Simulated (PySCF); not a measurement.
NICS in isomers of C8H9P.

Probes without a nucleus sit at each ring's centroid and 1 Å off its mean plane on both sides; NICS is minus the shielding there, NICSzz its component along the normal. Level: GIAO PBE0/pcSseg-1 (PySCF, non-relativistic, gas phase) on the GFN2-xTB geometries, one conformer each. Atom numbers follow the mapped SMILES.

Question: Order these rings by mean NICS(1)zz, lowest (most negative) first (ppm).
A. ring C1–C2–C3–C4–P8–C9 in `[cH:1]1[cH:2][cH:3][c:4]([CH:5]2[CH2:6][CH2:7]2)[p:8][cH:9]1`
B. ring C1–C2–C3–C4–C8–C9 in `[cH:1]1[cH:2][cH:3][c:4]([P:5]2[CH2:6][CH2:7]2)[cH:8][cH:9]1`
C. ring P3–C4–C5–C6–C8–C9 in `[CH:1]#[C:2][P:3]1[CH:4]=[CH:5][CH:6]([CH3:7])[CH:8]=[CH:9]1`
D. ring C3–C4–C5–C6–C7–P9 in `[CH2:1]=[CH:2][c:3]1[cH:4][cH:5][cH:6][c:7]([CH3:8])[p:9]1`

Answer: B (-28.0), A (-25.0), D (-23.6), C (-5.4).

```
          SMILES                                                     ring  NICS(0)  NICS(1)  NICS(1)zz  HOMA  rms pucker (Å)  ring atoms with four or more neighbours
 c1ccc(P2CC2)cc1         6-membered carbocycle; formal bonds all aromatic     -8.7    -11.5      -28.0  1.00            0.01                                        0
 c1ccc(C2CC2)pc1        6-membered ring with P; formal bonds all aromatic     -7.1    -10.2      -25.0  0.91            0.00                                        0
  C=Cc1cccc(C)p1        6-membered ring with P; formal bonds all aromatic     -6.6     -9.8      -23.6  0.89            0.00                                        0
C#CP1C=CC(C)C=C1  6-membered ring with P; formal bonds 2 double, 4 single     -2.7     -3.8       -5.4     –            0.24                                        1
```

NICS(0) gives the same order. The isotropic NICS(1) gives the same order. HOMA uses Krygowski's 1993 parameters; it is left out where a ring has a four-coordinate atom, a triple bond, no multiple bond or a kind of bond without parameters. NICS(1) and NICS(1)zz are means over the two faces.
